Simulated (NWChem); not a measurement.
GaN2H5O; SMILES [NH2][Ga]([NH2])[OH]

```xyz
9

Ga    -0.0041     0.0014    -0.0259
O      1.7439    -0.4607     0.0274
H      2.3193     0.3067     0.1935
N     -1.1722    -1.4059     0.0904
H     -0.7938    -2.3325    -0.1231
H     -2.1084    -1.3138    -0.3105
N     -0.5205     1.7651     0.0923
H     -1.4905     1.9937    -0.1423
H      0.0972     2.4740    -0.3122
```
Atoms are numbered in this order, from 1.

Program: NWChem. Geometry: optimised at PBE-D3(BJ)/def2-SVP.

### Question
Predict the results for PBE0/STO-3G. Quantities: highest occupied level (eV); orbital gap (eV); dipole (D).

### Answer
```
Quantity                     Result
---------------------------  ------
highest occupied level (eV)   -1.52
orbital gap (eV)               4.77
dipole (D)                     1.78
```
